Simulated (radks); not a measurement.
Results of a calculation; reference values are marked as such.
Fractional charge and spin in the 4p shell of zirconium: the spin-up occupation runs from 2 to 3 and the spin-down occupation from 2 to 3; the fullest corner is Zr3+, [Ar] 3d10 4s2 4d(up 0.5, down 0.5) 4p(up 3, down 3). Level of theory: scalar-relativistic Kohn-Sham, SCAN, spin-polarised, spherical densities, finite nucleus; meta-GGA in the generalised Kohn-Sham scheme; Fermi nuclear charge, rms radius of each element as measured or else 0.836 A^(1/3) + 0.57 fm (a radial shooting solver on a logarithmic mesh with Libxc functionals). Energy (eV) above the fullest corner. The planes named below are the two flat planes that join the four corners, with an edge along up + down = one added electron.

down \ up        2     2.25      2.5    2.75       3
2          151.068  128.667  107.234  86.766  67.247
2.25       128.667  107.337   86.968  67.547  49.071
2.5        107.234   86.968   67.646  49.261  31.803
2.75        86.766   67.547   49.261  31.899  15.454
3           67.247   49.071   31.803  15.454   0.000

Corners above the fullest one (they belong to Zr4+ and the next ion): (up 3, down 2) 67.247 eV, (up 2, down 3) 67.247 eV, (up 2, down 2) 151.07 eV. With half an added electron in each spin the energy lies 0.399 eV from the planes, and with half an added electron in spin up alone -1.923 eV. The planes are only a guide here: the flat-plane condition holds for ground states with one frontier orbital, while this shell lies below other occupied shells, so the corners above the fullest one are inner-hole states and not the ground states of those ions.
